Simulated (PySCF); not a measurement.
**Exercise with solution: entropy of an ideal gas**

Se(Cl)(SiH3) (ClH3SeSi), SMILES [SiH3][Se]Cl.

The structure is a stationary point at PBE0-D3(BJ)/def2-SVP.

PBE0-D3(BJ)/def2-SVP (PySCF) gives the harmonic wavenumbers 116, 154, 390, 407, 584, 584, 889, 913, 946, 2236, 2258, 2263 cm⁻¹ and the rotational temperatures 0.2641, 0.1300, 0.0890 K. The molar mass is 145.53 g/mol, the symmetry number 1, the spin multiplicity 1.

Q: Work out the entropy at 298.15 K and 1 atm in the rigid-rotor, harmonic-oscillator model.

A: 
Translation (Sackur–Tetrode at 1 atm): S = R[1.5 ln M + 2.5 ln T − 1.16487] = 170.9 J/(mol K).
Rotation: q = (√π/σ) T^1.5/√(θA θB θC) = 165000, S = R[ln q + 3/2] = 112.4 J/(mol K).
Vibration: with u = 1.4388 ν/T, each mode gives R[u/(e^u − 1) − ln(1 − e^−u)]:
| ν (cm⁻¹) | modes | u | S (J/(mol K)) |
|---|---|---|---|
| 116 | 1 | 0.56 | 13.25 |
| 154 | 1 | 0.74 | 10.97 |
| 390 | 1 | 1.88 | 4.18 |
| 407 | 1 | 1.96 | 3.92 |
| 584 | 2 | 2.82 | 4.00 |
| 889 | 1 | 4.29 | 0.61 |
| 913 | 1 | 4.41 | 0.55 |
| 946 | 1 | 4.57 | 0.49 |
The stiffer modes add less than 0.005 each. Sum 38.0 J/(mol K).
Spin: R ln 1 = 0.0 J/(mol K).
Total 321.2 J/(mol K); the program's own thermochemistry gives 321.2. Translation makes up 53 % and vibration 12 %. Anharmonicity, hindered rotation and orbital degeneracy are left out.
